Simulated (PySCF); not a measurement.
Te(F)(Et) (C2H5FTe), SMILES CC[Te]F. Atoms are numbered in the order given.

```xyz
9

Te    -0.0734     0.1969     0.6159
F     -1.2512     0.9628    -0.7777
C      0.6245    -1.3691    -0.7316
C      1.0855    -0.7964    -2.0644
H     -0.2151    -2.0822    -0.8444
H      1.4353    -1.8809    -0.1701
H      1.9860    -0.1614    -1.9474
H      0.2862    -0.1736    -2.5124
H      1.3246    -1.6146    -2.7766
```
Charge 0, spin multiplicity 1.

Geometry: PBE-D3(BJ)/def2-SVP. The def2 effective core potentials stand for the cores of Te; spin–orbit coupling is left out. The values are those of a single conformer.

Computed with PBE-D3(BJ)/def2-SVP run with PySCF 2.14.0.

Frequencies are harmonic and unscaled.

Task: Estimate the vibrational spectrum. (Estimate from the structure and the level; the computed values follow.)

Result: 
```csv
mode,ν (cm⁻¹),IR (km/mol),moving atoms (share of kinetic energy)
1,69,0.6,"H 35 %, C 33 %, F 28 %"
2,147,3.6,"F 51 %, H 25 %, C 20 %"
3,253,0.1,"H 86 %, C 12 %"
4,265,0.5,"C 54 %, H 25 %, Te 16 %"
5,482,1.6,"C 71 %, H 21 %, Te 8 %"
6,578,33.9,"F 87 %, Te 13 %"
7,695,8.5,"H 83 %, C 16 %"
8,919,10.3,"H 86 %, C 14 %"
9,950,2.3,"H 81 %, C 19 %"
10,1036,1.2,"C 73 %, H 27 %"
11,1163,34.7,"H 72 %, C 28 %"
12,1199,7.6,"H 77 %, C 23 %"
13,1335,4.6,"H 81 %, C 19 %"
14,1384,1.9,"H 89 %, C 11 %"
15,1406,9.9,H 97 %
16,1429,3.9,H 96 %
17,2967,23.4,H 97 %
18,2992,8.7,H 94 %
19,3054,5.3,"H 91 %, C 9 %"
20,3063,1.9,"H 91 %, C 9 %"
21,3082,8.1,"H 90 %, C 10 %"
```
